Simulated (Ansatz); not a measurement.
Mulliken charges of Cl2HSSi, SMILES `S[Si](Cl)Cl` radical from ωB97M-V/def2-TZVPP in Ansatz (PBE0-D4/def2-TZVP geometry).

```tsv
atom	x (Å)	y (Å)	z (Å)	charge (e)
S1	0.530	1.189	-0.870	-0.173
Si2	0.123	-0.258	0.635	0.392
Cl3	1.681	-1.584	0.555	-0.171
Cl4	-1.648	-1.248	0.300	-0.175
H5	-0.636	1.827	-0.660	0.127
```

Q: By hand: the dipole of these point charges (1 e Å = 4.8032 D).

A: Σ q r = (-0.123, 0.414, 0.168) e Å, of length 0.463 e Å = 2.22 D.

Q: How does the dipole of the full density compare? (An estimate is asked.)

A: The calculation gave: (-0.117, 0.255, 0.051) e Å, 1.37 D; the point charges give 1.62 times that, at 13° from its direction.

Point charges leave out the atoms' own dipoles, such as those of lone pairs, and Mulliken's split depends on the basis, so the two needn't agree.
